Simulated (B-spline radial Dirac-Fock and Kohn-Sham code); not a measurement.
## X-ray form factors of tungsten in several charge states

Method: relativistic Hartree-Fock (Dirac-Fock) wave functions, averaged over the configuration. Computed with a radial finite-basis atomic code.

Configurations: W [Xe] 4f14 5d4 6s2; W⁺ [Xe] 4f14 5d4 6s1; W⁴⁺ [Xe] 4f14 5d2; W⁵⁺ [Xe] 4f14 5d1; W¹²⁺ [Kr] 4d10 4f14 5s2. The first column is f₀ of W, the others are differences from it.

```tsv
s (Å⁻¹)	W	Δ W⁺	Δ W⁴⁺	Δ W⁵⁺	Δ W¹²⁺
0	74.000	-1.000	-4.000	-5.000	-12.000
0.05	72.762	-0.723	-3.328	-4.260	-11.008
0.1	69.756	-0.234	-1.940	-2.690	-8.728
0.15	66.133	+0.048	-0.770	-1.283	-6.279
0.2	62.477	+0.106	-0.124	-0.404	-4.191
0.25	58.929	+0.070	+0.130	+0.033	-2.542
0.3	55.518	+0.024	+0.181	+0.202	-1.287
0.35	52.270	-0.008	+0.152	+0.232	-0.377
0.4	49.210	-0.022	+0.104	+0.200	+0.232
0.45	46.354	-0.024	+0.061	+0.147	+0.591
0.5	43.703	-0.020	+0.029	+0.094	+0.752
0.6	38.968	-0.006	-0.003	+0.017	+0.692
0.7	34.881	+0.004	-0.010	-0.018	+0.414
0.8	31.326	+0.007	-0.009	-0.025	+0.135
0.9	28.235	+0.005	-0.005	-0.020	-0.054
1	25.573	+0.003	-0.003	-0.012	-0.146
1.1	23.310	+0.001	-0.002	-0.006	-0.165
1.2	21.415	-0.001	-0.001	-0.002	-0.141
1.4	18.550	-0.002	-0.001	+0.001	-0.061
1.6	16.574	-0.001	-0.001	0.000	-0.007
```
